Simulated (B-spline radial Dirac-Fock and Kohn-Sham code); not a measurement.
Hg⁷⁵⁺: scattering cross sections and density moments

System: mercury as Hg⁷⁵⁺, configuration [He] 2s2 2p1.

Model: Dirac-Fock densities. Program: an atomic code on a B-spline grid.

- Sum of ⟨r⟩: 0.2263 bohr
- Sum of ⟨r²⟩: 0.01575 bohr²
- Sum of ⟨1/r⟩: 267.35 per bohr
- Langevin diamagnetic susceptibility: -0.0125 × 10⁻⁶ cm³/mol
- Lamb shielding (α²/3)Σ⟨1/r⟩: 4746 ppm

Coherent scattering is the Thomson cross section weighted by f₀², without anomalous dispersion; incoherent scattering is Klein-Nishina weighted by S. The Lamb formula is the non-relativistic shielding expression. Electron correlation is left out. A dash stands where the photon energy is too low for the impulse approximation behind that column.

```
hν (keV)  coherent (b)  incoherent (b)  incoherent per electron (b)
       2         16.62               –                            –
       5         16.57               –                            –
      20         15.68               –                            –
      50         12.02               –                            –
     100         6.744               –                            –
     200         3.004           1.307                        0.261
     500        0.7810           1.226                        0.245
    1000        0.2289          0.9833                        0.197
```

Incoherent scattering overtakes coherent scattering between 200 and 500 keV.

Values without a named source are computed, but for edge energies of neutral atoms, which are taken from tables.
